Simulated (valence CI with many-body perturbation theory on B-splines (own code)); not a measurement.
Energy levels of Co²⁰⁺

Computed by valence CI with perturbative core correlation (CI+MBPT): five valence electrons over a frozen Dirac-Fock core [He], a basis of 11 s, 11 p, 10 d, 8 f, 5 g, 2 h functions for each j, with the one-electron correlation potential Σ1, the two-electron term Σ2, the three-electron term Σ3, Breit, model QED; selected CI, second order for the rest, scaled by the run's own slope (own B-spline code, finite nucleus).

No measured spectrum was set against this ion. As an estimate, levels of excited configurations hold to 0.05 to 0.15 % of their energy, terms of the ground configuration to about 0.5 %. Among the levels kept, up to 5400 cm⁻¹ of a level comes from second order outside the variational space, and about a tenth of that is noise between levels of different J, which matters for small intervals.

Levels 1 to 45 of 204, with energies above the lowest level, 2s2 2p3 4S°_3/2. "Leading %" is the weight of the configuration and term that name the level; weights of strongly mixed levels are sums over their largest components and can fall short. In the jj column 3d3/2^4 stands for four electrons in 3d with j = 3/2.

| No. | Configuration | Term | J | E (Ry) | Leading % | g | Leading jj |
| --- | --- | --- | --- | --- | --- | --- | --- |
| 1 | 2s2 2p3 | 4S° | 3/2 | 0.000 | 84 | 1.877 | 2s^2 2p1/2^2 2p3/2 (60 %) |
| 2 | 2s2 2p3 | 2D° | 3/2 | 1.342 | 72 | 1.016 | 2s^2 2p1/2 2p3/2^2 (65 %) |
| 3 | 2s2 2p3 | 2D° | 5/2 | 1.748 | 100 | 1.196 | 2s^2 2p1/2 2p3/2^2 (100 %) |
| 4 | 2s2 2p3 | 2P° | 1/2 | 2.558 | 98 | 0.660 | 2s^2 2p1/2 2p3/2^2 (98 %) |
| 5 | 2s2 2p3 | 2P° | 3/2 | 3.276 | 69 | 1.232 | 2s^2 2p3/2^3 (91 %) |
| 6 | 2s 2p4 | 4P | 5/2 | 7.282 | 96 | 1.583 | 2s 2p1/2^2 2p3/2^2 (83 %) |
| 7 | 2s 2p4 | 4P | 3/2 | 8.016 | 97 | 1.712 | 2s 2p1/2 2p3/2^3 (78 %) |
| 8 | 2s 2p4 | 4P | 1/2 | 8.231 | 94 | 2.622 | 2s 2p1/2^2 2p3/2^2 (44 %) |
| 9 | 2s 2p4 | 2D | 3/2 | 10.096 | 91 | 0.850 | 2s 2p1/2 2p3/2^3 (52 %) |
| 10 | 2s 2p4 | 2D | 5/2 | 10.286 | 96 | 1.211 | 2s 2p1/2 2p3/2^3 (83 %) |
| 11 | 2s 2p4 | 2S | 1/2 | 11.559 | 69 | 1.671 | 2s 2p1/2^2 2p3/2^2 (56 %) |
| 12 | 2s 2p4 | 2P | 3/2 | 12.020 | 93 | 1.295 | 2s 2p1/2 2p3/2^3 (70 %) |
| 13 | 2s 2p4 | 2P | 1/2 | 13.080 | 73 | 1.033 | 2s 2p3/2^4 (61 %) |
| 14 | 2p5 | 2P° | 3/2 | 18.867 | 98 | 1.330 | 2p1/2^2 2p3/2^3 (98 %) |
| 15 | 2p5 | 2P° | 1/2 | 20.031 | 98 | 0.660 | 2p1/2 2p3/2^4 (98 %) |
| 16 | 2s2 2p2 3s | 4P | 1/2 | 71.316 | 74 | 2.308 | 2s^2 2p1/2^2 3s (87 %) |
| 17 | 2s2 2p2 3s | 4P | 3/2 | 72.065 | 92 | 1.704 | 2s^2 2p1/2 2p3/2 3s (97 %) |
| 18 | 2s2 2p2 3s | 2P | 1/2 | 72.345 | 80 | 1.036 | 2s^2 2p1/2 2p3/2 3s (94 %) |
| 19 | 2s2 2p2 3s | 4P | 5/2 | 72.493 | 75 | 1.503 | 2s^2 2p1/2 2p3/2 3s (79 %) |
| 20 | 2s2 2p2 3s | 2P | 3/2 | 72.774 | 61 | 1.151 | 2s^2 2p1/2 2p3/2 3s (89 %) |
| 21 | 2s2 2p2 3p | 4D° | 1/2 | 73.244 | 51 | 0.729 | 2s^2 2p1/2^2 3p1/2 (87 %) |
| 22 | 2s2 2p2 3p | 4D° | 3/2 | 73.717 | 56 | 1.330 | 2s^2 2p1/2^2 3p3/2 (72 %) |
| 23 | 2s2 2p2 3s | 2D | 5/2 | 73.863 | 75 | 1.291 | 2s^2 2p3/2^2 3s (79 %) |
| 24 | 2s2 2p2 3p | 2S° | 1/2 | 73.963 | 41 | 1.439 | 2s^2 2p1/2 2p3/2 3p1/2 (89 %) |
| 25 | 2s2 2p2 3s | 2D | 3/2 | 73.973 | 63 | 1.000 | 2s^2 2p3/2^2 3s (88 %) |
| 26 | 2s2 2p2 3p | 4D° | 3/2 | 74.230 | 34 | 1.247 | 2s^2 2p1/2 2p3/2 3p1/2 (81 %) |
| 27 | 2s2 2p2 3p | 4D° | 5/2 | 74.371 | 84 | 1.376 | 2s^2 2p1/2 2p3/2 3p3/2 (78 %) |
| 28 | 2s2 2p2 3p | 4P° | 1/2 | 74.495 | 62 | 2.210 | 2s^2 2p1/2 2p3/2 3p3/2 (83 %) |
| 29 | 2s2 2p2 3p | 4P° | 5/2 | 74.533 | 43 | 1.346 | 2s^2 2p1/2 2p3/2 3p1/2 (63 %) |
| 30 | 2s2 2p2 3p | 2D° | 3/2 | 74.677 | 58 | 1.182 | 2s^2 2p1/2 2p3/2 3p3/2 (93 %) |
| 31 | 2s2 2p2 3p | 4D° | 7/2 | 74.800 | 77 | 1.366 | 2s^2 2p1/2 2p3/2 3p3/2 (77 %) |
| 32 | 2s2 2p2 3p | 4S° | 3/2 | 75.009 | 57 | 1.793 | 2s^2 2p1/2 2p3/2 3p3/2 (42 %) |
| 33 | 2s2 2p2 3s | 2S | 1/2 | 75.135 | 85 | 1.986 | 2s^2 2p3/2^2 3s (88 %) |
| 34 | 2s2 2p2 3p | 2P° | 3/2 | 75.229 | 65 | 1.305 | 2s^2 2p1/2 2p3/2 3p3/2 (38 %) |
| 35 | 2s2 2p2 3p | 2F° | 5/2 | 75.307 | 31 | 1.226 | 2s^2 2p1/2 2p3/2 3p3/2 (52 %) |
| 36 | 2s2 2p2 3p | 2P° | 1/2 | 75.537 | 71 | 0.858 | 2s^2 2p3/2^2 3p3/2 (47 %) |
| 37 | 2s2 2p2 3d | 4F | 3/2 | 75.958 | 58 | 0.680 | 2s^2 2p1/2^2 3d3/2 (86 %) |
| 38 | 2s2 2p2 3p | 2F° | 5/2 | 76.072 | 39 | 1.192 | 2s^2 2p3/2^2 3p3/2 (62 %) |
| 39 | 2s 2p3 3s | 6S° | 5/2 | 76.149 | 84 | 1.877 | 2s 2p1/2 2p3/2^2 3s (41 %) |
| 40 | 2s2 2p2 3d | 4F | 5/2 | 76.200 | 44 | 1.169 | 2s^2 2p1/2^2 3d5/2 (75 %) |
| 41 | 2s2 2p2 3p | 2F° | 7/2 | 76.219 | 78 | 1.201 | 2s^2 2p3/2^2 3p3/2 (77 %) |
| 42 | 2s2 2p2 3p | 2D° | 3/2 | 76.234 | 54 | 1.103 | 2s^2 2p3/2^2 3p1/2 (60 %) |
| 43 | 2s2 2p2 3p | 2D° | 5/2 | 76.419 | 79 | 1.179 | 2s^2 2p3/2^2 3p1/2 (67 %) |
| 44 | 2s2 2p2 3p | 2P° | 1/2 | 76.483 | 92 | 0.743 | 2s^2 2p1/2 2p3/2 3p3/2 (55 %) |
| 45 | 2s2 2p2 3d | 2P | 3/2 | 76.770 | 44 | 1.028 | 2s^2 2p1/2 2p3/2 3d3/2 (90 %) |

Names give the largest LS component (configuration and term), which can be under half, so a name can repeat, a term be missing and a line seem to break the LS rules; names also repeat where a configuration has a term twice.

The ionisation energy to 2s2 2p2 3P_0 of the next ion comes out as 1722.8 eV (NIST: 1724 ± 3 eV (semi-empirical)). All 204 levels together are meant to be complete up to 87.573 Ry.
